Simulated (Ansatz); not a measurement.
Job for Ansatz (an electronic-structure program): R-PBE/def2-TZVPP on CH5AlFN (SMILES [CH3][Al]([NH2])[F]), a point of a torsion scan.

Ansatz 0.2 input:
```yaml
crystal:
  periodic: [false, false, false]
  atoms:
    - {symbol: C, position_ang: [-1.50507843, -0.26050566, 0.12728283]}
    - {symbol: Al, position_ang: [0.27757787, 0.51678803, -0.26254913]}
    - {symbol: N, position_ang: [1.64689203, -0.32338834, -1.02044967]}
    - {symbol: F, position_ang: [0.55842609, 2.09889641, 0.14148962]}
    - {symbol: H, position_ang: [-1.99900107, -0.60860287, -0.78118511]}
    - {symbol: H, position_ang: [-1.43097831, -1.12298066, 0.79138149]}
    - {symbol: H, position_ang: [-2.16115625, 0.47173585, 0.60346107]}
    - {symbol: H, position_ang: [1.67669954, -1.28075128, -1.33819288]}
    - {symbol: H, position_ang: [2.54383817, 0.10870734, -1.20166544]}
basis:
  gaussian:
    orbitals: def2-TZVPP
hamiltonian:
  xc: {name: PBE}
scf: {lower_state_search: off}
```

Output:

```
WARN ansatz: RAYON_NUM_THREADS=1 ignored (pool sized by the plan → 1); use --threads N
Functional definition: PBE
these checks for a lower state are left out or cut short: stability, starts, cluster_reference, orbital_swaps, neighbouring_geometries, increment
integrals: 0.10 GiB planned
1055 factors; their error is unknown
mean field: 0.75 GiB planned
mean field evaluation 1: about -11897.7458 eV, gradient 1.0e2 eV
mean field evaluation 2: about -11846.4211 eV, gradient 1.6e2 eV
mean field evaluation 4: about -11917.7119 eV, gradient 2.1e1 eV
mean field evaluation 8: about -11918.7113 eV, gradient 5.6e-2 eV
mean field evaluation 16: about -11918.6999 eV, gradient 3.1e-5 eV
mean field -11918.69987173 eV, -438.0041415012 hartree, gradient 2.1e-6 eV, S^2 0.000000; 0 other end points of the search recorded, 0 dependent functions left out
reference -11918.69991541 eV, -438.0041431065 hartree; 20, 20 occupied and 185, 185 virtual orbitals, 1055 factors
Total energy: -11918.69991541 eV, -438.0041431065 hartree
Checks for a lower state left out: stability, starts, cluster_reference, orbital_swaps, neighbouring_geometries, increment
```

The calculation finished and met its thresholds.

Cost: about 1.2 core-seconds (a rough figure).
